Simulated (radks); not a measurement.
Q: Neutral arsenic, [Ar] 3d10 4s2 4p3. Calculated with a radial shooting solver on a logarithmic mesh with Libxc functionals: non-relativistic Kohn-Sham, PBE, spin-polarised, spherical densities, point nucleus. Every spin shell is full or empty, so the densities are truly spherical. Functionals are evaluated on that one density, not self-consistently. Rank these exchange functionals by their error against the exact value of the orbitals, and give that value: LDA, B88, PBEsol, RPBE, PW91, AM05, G96, TPSS, MS2, TASK.

A: Exact: -81.3857 hartree. From best to worst, with 100 (|E| - |E exact|)/|E exact| (equal figures are ties): RPBE -0.01, TPSS +0.05, PW91 +0.14, B88 +0.19, MS2 -0.30, G96 +0.43, TASK -2.44, PBEsol -2.48, AM05 -5.13, LDA -5.61.
